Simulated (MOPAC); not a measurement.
Diatomic TaO, multiplicity 2 (the spin of the measured ground state). No spin–orbit coupling. The T1 diagnostic near the minimum is 0.049, so single-reference values are doubtful.

Constants: fifth-degree fit in 1/R to seven points, most abundant isotopes. In def2 and cc sets the state is the lowest found near the PBE0 minimum, followed along R.

The state that PM7 reach isn't checked; PM7 holds dispersion and hydrogen-bond terms.

Run with MOPAC for PM7 (differences of heats of formation). 

Energies at PM7:

| R (Å) | E (hartree) |
|---|---|
| 1.562991 | 0.08451331 |
| 1.605007 | 0.06295263 |
| 1.643661 | 0.04867225 |
| 1.687358 | 0.03806907 |
| 1.731054 | 0.03253782 |
| 1.781473 | 0.03150995 |
| 1.840296 | 0.03634401 |

Question: With a reduced mass of 14.6959 u, find the minimum, the force constant and the constants.

Answer: A fifth-degree polynomial in 1/R puts the minimum at r_e = 1.7659 Å with force constant 873 N/m. Then ω_e = (1/2πc)√(k/μ) = 1004 cm⁻¹ and B_e = h/(8π²cμr_e²) = 0.3679 cm⁻¹; the cubic and quartic terms give α_e = 0.00092 and ω_e x_e = 1.5 cm⁻¹.
